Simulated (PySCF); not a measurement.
Job for PySCF: R-HF/3-21G on CH7NO (a complex).

```python
from pyscf import gto, scf, dft, mp
from pyscf.data.elements import chemcore

mol = gto.M(
    atom='''
    N     0.02239654   -0.12360419    0.07607623
    H    -0.34487830   -0.95889678   -0.36566199
    H    -0.35936962    0.67723099   -0.41445862
    H     1.02652710   -0.11891398   -0.06257785
    C     0.31848573    0.01426851    3.67509353
    O    -0.83321056   -0.05519544    2.86385765
    H     0.97512248   -0.85741621    3.54899046
    H    -0.00734807    0.03976582    4.71588217
    H     0.91247628    0.91883938    3.48584597
    H    -0.54919660   -0.07772710    1.92982893
    ''',
    basis='3-21g',
    charge=0, spin=0, verbose=3, max_memory=1800)
mf = scf.RHF(mol)
mf.conv_tol = 1e-8
mf.max_cycle = 100
mf.kernel()
if not mf.converged:
    mf = mf.newton().run(mf.mo_coeff, mf.mo_occ)
```

It printed:

```
converged SCF energy = -170.286042469585
```

The calculation finished and met its thresholds.

Cost: very roughly 0.08 core-seconds.
